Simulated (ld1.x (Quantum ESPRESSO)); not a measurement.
## In (Z = 49): variants of one TM potential

Base potential:

| Property | Result |
| --- | --- |
| Element | indium (In) |
| Generator | ld1.x (Quantum ESPRESSO) 7.5 |
| Type | norm-conserving Troullier–Martins (Kleinman–Bylander form) |
| Functional | PBE |
| Relativity | scalar-relativistic |
| Frozen core | [Kr] 4d10 |
| Valence charge | 3 |
| Reference configuration | 5s1.5 5p1.5 |
| Partial waves | 5p (bound): rc 2.95 bohr; 5s (bound): rc 2.00 bohr |
| Local potential | the s channel |
| Core correction | Bessel-smoothed model core inside 1.15 bohr |

All-electron outer shells of the reference configuration (PBE, scalar-relativistic, ld1.x):

| shell | level (eV) | outermost node (bohr) | outermost maximum (bohr) |
| --- | --- | --- | --- |
| 4p | -78.99 | 0.42 | 0.82 |
| 4d | -19.45 | 0.40 | 0.94 |
| 5s | -8.73 | 1.02 | 2.13 |
| 5p | -2.88 | 1.14 | 2.81 |

Cutoffs, loose and tight: the cutoffs (Ry, on a coarse ladder) from which the occupation-weighted sum of valence levels, in a spherical-Bessel basis at the reference potential, stays within 10 and 1 mRy of its value at 400 Ry. They do not see the model core or the augmentation charge, which bear on the density cutoff. Test errors are all-electron minus pseudo excitation energies from the reference, over the configurations 5s2 5p1; 5s2 5p0; 5s1 5p0; 5s2 5p1.3; 5s1 5p2; 5s0 5p3; 5s1 5p1. A dash means not determined; rows that change the core or the reference have their own tests.

```tsv
change	outcome	cutoff, loose	cutoff, tight	bound ghosts	largest test error (meV)
base	generated	12 Ry	25 Ry	none	-156
wave 5p (bound): rc 2.95 bohr becomes 5p (bound): rc 2.26 bohr	generated	12 Ry	25 Ry	none	-151
wave 5p (bound): rc 2.95 bohr becomes 5p (bound): rc 2.68 bohr	generated	12 Ry	25 Ry	none	-152
wave 5p (bound): rc 2.95 bohr becomes 5p (bound): rc 2.90 bohr	generated	12 Ry	25 Ry	none	-155
wave 5p (bound): rc 2.95 bohr becomes 5p (bound): rc 3.42 bohr	generated	10 Ry	25 Ry	none	-172
wave 5p (bound): rc 2.95 bohr becomes 5p (bound): rc 3.76 bohr	generated	10 Ry	25 Ry	none	-188
wave 5p (bound): rc 2.95 bohr becomes 5p (bound): rc 3.96 bohr	generated	10 Ry	25 Ry	none	-197
wave 5p (bound): rc 2.95 bohr becomes 5p (bound): rc 4.48 bohr	generated	10 Ry	25 Ry	none	-214
```

(1) What comes out with this change to the base: wave 5p (bound): rc 2.95 bohr becomes 5p (bound): rc 1.96 bohr?

Answers

(1) outcome: generated; cutoff, loose: 21 Ry; cutoff, tight: 30 Ry; bound ghosts: none; largest test error (meV): -154.

Reading the sweep of the p radius (base included, trends over the rows without a ghost): The loose cutoff falls from 21 Ry at 1.96 to 10 Ry at 4.48 bohr. A larger radius leaves more room for a smooth pseudo-wave, so fewer plane waves are needed; a smaller one forces it to follow the all-electron wave where it bends sharply. The median size of the test errors (rows with all tests solved) is not monotonic: lowest 2.6 meV at 4.48 bohr, highest 9.0 meV at 3.96 bohr.
